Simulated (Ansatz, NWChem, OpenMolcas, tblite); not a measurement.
## A ladder of methods for BSiH4O2F (SMILES OB(F)O[SiH3])

BSiH4O2F has 9 atoms, charge 0, and is taken as a singlet. As SMILES, `OB(F)O[SiH3]`. The shape is that of a PBE0-D4/def2-TZVP optimisation. This is one conformer, not always the lowest.

```
atom    x (Å)    y (Å)    z (Å)
   O  -1.6141   0.5567   0.3940
   B  -0.3954   1.1571   0.3527
   F  -0.2773   2.4508   0.6579
   O   0.7089   0.4669   0.0062
  Si   0.9342  -1.1149  -0.4250
   H  -2.3225   1.1499   0.6541
   H   2.3819  -1.2739  -0.6909
   H   0.1545  -1.4276  -1.6478
   H   0.5182  -2.0110   0.6818
```

Each level gives the dipole moment (D). The values are calculated.

```json
{"level": "IPEA1-xTB", "kind": "semi-empirical", "program": "tblite", "value (D)": "1.98", "CPU time": "under 2 s"}
{"level": "HF/6-31G* (spherical functions)", "kind": "Hartree–Fock", "program": "NWChem", "value (D)": "1.41", "CPU time": "28 s"}
{"level": "SVWN5/6-31G* (spherical functions)", "kind": "LDA", "program": "OpenMolcas", "value (D)": "1.41", "CPU time": "16 s"}
{"level": "BLYP/6-31G* (spherical functions)", "kind": "GGA", "program": "OpenMolcas", "value (D)": "1.34", "CPU time": "22 s"}
{"level": "M06-L/6-31G* (spherical functions)", "kind": "meta-GGA", "program": "OpenMolcas", "value (D)": "1.35", "CPU time": "29 s"}
{"level": "B3LYP/6-31G* (spherical functions)", "kind": "global hybrid", "program": "NWChem", "value (D)": "1.36", "CPU time": "61 s"}
{"level": "UCCSD/6-31G* (density fitting with def2-universal-jkfit, Cartesian functions)", "kind": "coupled cluster or CI", "program": "Ansatz", "value (D)": "1.39", "CPU time": "20 s"}
```

The values span 1.34 to 1.98 D. Magnitudes only. CPU times are rough (shared hosts, several kinds of processor and program).
